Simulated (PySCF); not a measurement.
## Two-dimensional NMR puzzle

Compound of formula C3H6N2O2Si. Correlations simulated from computed shifts and the bond graph:

HSQC (one-bond C–H):
| δH | δC |
| --- | --- |
| 8.75 | 171.9 |
| 5.30 | 61.1 |

HMBC (two and three bonds, from the bond graph):
| δH | δC |
| --- | --- |
| 8.75 | 173.1 |
| 5.30 | 173.1 |
| 4.96 | 61.1 |

Carbons without hydrogens: δ 173.1.

PySCF 2.14.0 with density-fitted response routines calculation with PBE0/pcSseg-1 with gauge-including orbitals and coordinates at the GFN2-xTB level; no solvent, fast rotation and ring inversion assumed for equivalent nuclei, no relativistic terms, one conformer.

References, each an isolated molecule treated in the same way: TMS for ¹H (31.72 ppm), ¹³C (186.93 ppm).

Exchangeable hydrogens are left out of these lists.

Which molecule is this?

Results:

`[SiH3]OCC1=NOC=N1`.

Mapped SMILES: `[SiH3:1][O:2][CH2:3][c:4]1[n:5][cH:6][o:7][n:8]1`. Each H is labelled by its parent atom.

1. δC 173.1 is C4, a substituted aromatic carbon next to a ring nitrogen.
2. δC 171.9 is C6, an aromatic CH between two ring heteroatoms (δH 8.75).
3. δC 61.1 is C3, an sp3 CH2 bonded to O, on an aromatic ring (δH 5.30).
4. HMBC from δH 8.75 reaches the proton-free carbon C4.
5. HMBC from δH 5.30 reaches the proton-free carbon C4.

The shifts were computed for this structure.

Shifts are as computed. Against solution values, carbons near 30 ppm lie about +3 ppm off and those near 130 ppm about +5 ppm. Of 1211 compounds with measured shifts, 218 miss one by over three times the rms of a fit or turn the order of signals round; such compounds aren't used in these exercises.
